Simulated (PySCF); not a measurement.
Working out the ionisation energy of As+

As+ [Ar] 3d10 4s2 4p2 (3P) → As(2+) [Ar] 3d10 4s2 4p1 (2P). All numbers are calculated (PySCF 2.14, a scalar-relativistic core potential, in aug-cc-pVDZ-PP with ECP10MDF). Frozen: 3s2 3p6 3d10. Energies in hartree (1 hartree = 27.21139 eV):

| part | As+ (lower) | As(2+) (upper) |
| --- | --- | --- |
| UHF | -330.851462 | -330.191111 |
| MP2 opposite-spin | -0.035780 | -0.030999 |
| MP2 same-spin | -0.007177 | -0.002124 |

**Question.** What does Hartree-Fock give?

**Answer.** (-330.191111) − (-330.851462) = 0.660351 hartree = 17.969 eV.

**Question.** What do MP2 and SCS-MP2 (6/5 opposite-spin, 1/3 same-spin) give?

**Answer.** The opposite-spin parts differ by 0.130 eV and the same-spin parts by 0.137 eV. MP2: 17.969 + (0.130) + (0.137) = 18.236 eV. SCS-MP2: 17.969 + 1.2 × (0.130) + (0.137)/3 = 18.171 eV.

Reference: 18.589 eV (measured; NIST Atomic Spectra Database, ionization energies), between the lowest levels; spin-orbit coupling is absent from the calculation.

A double-zeta basis recovers only part of the correlation energy.

What remains against the reference includes basis incompleteness, the frozen core and correlation beyond second order.
